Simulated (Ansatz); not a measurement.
Isolated molecules relaxed with PBE0-D4/def2-TZVP in Ansatz; ΔE leaves out vibrations. CCSD(T)/CBS adds triple-zeta CCSD(T) − MP2 to the extrapolated MP2 energy (def2 sets, frozen cores). This one scheme is used for every species. Functionals use def2-TZVPP. HSE06 is defined as in plane-wave codes. For Ga outer-core shells are correlated without core-valence functions, which leaves a few kJ/mol of doubt a bond. Scalar relativity is left out up to krypton. Each species was taken in one conformer, which may not be the lowest.

Consider the ligand exchange at a Ga–Cl bond: `[Cl][Ga]([Cl])[Cl]` + `CNC` → `C[N](C)[Ga]([Cl])[Cl]` + HCl.

| level | ΔE (eV) |
| --- | --- |
| HSE06 | 0.73 |
| SCS-MP2/def2-QZVPP | 0.57 |

(1) What does CCSD(T)/CBS give? (Estimate.)

Largest T1 diagnostic among the species: 0.012.

Answers

(1) Ansatz gave: +0.54 eV. The listed levels differ from it by 0.19, 0.03 eV.

From BLYP to BHLYP (50 % exact exchange), in def2-TZVPP and without D4, ΔE moves by +0.06 eV. In def2-TZVPP, CCSD(T) changes the Hartree–Fock value by −0.37 eV (the triples alone add −0.04 eV) and MP2 by −0.39 eV.
